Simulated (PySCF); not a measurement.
A search over the determinants of PbO

Unrestricted PBE0; basis Pb aug-cc-pVDZ-PP with ECP60, O aug-cc-pVDZ; scalar-relativistic core potentials; PySCF 2.14. Outer shells of the fragments: Pb 5d10 6s2 6p2; O 2s2 2p4.

Followed along the bond (rough minima from three points):

| 2Ms+1 | unpaired | ⟨S²⟩ at the start | R at minimum (Å) | Te (eV) |
| --- | --- | --- | --- | --- |
| 1 | none | 0.00 | 1.93 | 0.00 |
| 3 | π ↑↑ | 2.01 | none in the scan | ≤ 1.77 |
| 5 | σ ↑, π ↑↑↑ | 6.01 | none in the scan | ≤ 5.14 |

Solutions found at the starting distance of 1.995 Å, counted from the lowest of them; the search is not exhaustive and high or unbound solutions are not listed, so other states can lie among these:

| 2Ms+1 | unpaired | term | E (eV) | ⟨S²⟩ | ⟨Lz²⟩ | μ (D) |
| --- | --- | --- | --- | --- | --- | --- |
| 1 | none | ¹Σ⁺ | 0.00 | 0.00 | 0.00 | -5.33 |
| 3 | π ↑↑ | mixed | 2.00 | 2.01 | 2.01 | -2.17 |
| 3 | π ↑↑ | mixed | 2.24 | 2.01 | 2.01 | -2.19 |
| 1 | π ↑↓ | mixed | 2.29 | 1.01 | 2.01 | -2.21 |
| 3 | σ ↑, π ↑ | ³Π | 2.49 | 2.01 | 1.01 | -3.47 |
| 1 | σ ↓, π ↑ | mixed | 2.64 | 1.01 | 1.00 | -3.44 |
| 3 | σ ↑, π ↑ | ³Π | 4.64 | 2.01 | 1.02 | -0.75 |
| 3 | σ ↑↑ | ³Σ⁺ | 4.77 | 2.01 | 0.00 | -0.80 |
| 1 | σ ↓, π ↑ | mixed | 4.78 | 1.01 | 1.01 | -0.59 |
| 5 | σ ↑, π ↑↑↑ | ⁵Π | 5.66 | 6.01 | 1.00 | 0.15 |
| 5 | π ↑↑↑↑ | ⁵Σ⁺ | 6.52 | 6.01 | 0.00 | 2.48 |
| 1 | σ ↓, π ↑↑↓ | mixed | 6.73 | 2.01 | 3.01 | 0.21 |
| 5 | σ ↑↑, π ↑↑ | mixed | 7.66 | 6.01 | 2.01 | 1.05 |
| 5 | σ ↑↑, π ↑↑ | mixed | 7.84 | 6.01 | 2.01 | 1.10 |

A term symbol is given only where ⟨S²⟩ and ⟨Lz²⟩ are close to those of a pure state; real π, δ and φ orbitals otherwise mix terms. A positive dipole means Pb(−)O(+).

The measured ground state is X ¹Σ+ (Huber and Herzberg, Constants of Diatomic Molecules (1979)).

Spin–orbit coupling is left out, which matters for elements this heavy, above all for dissociation energies. Counting both spins, an empty level lies below a filled one in some of these solutions, because spin and occupation are held.
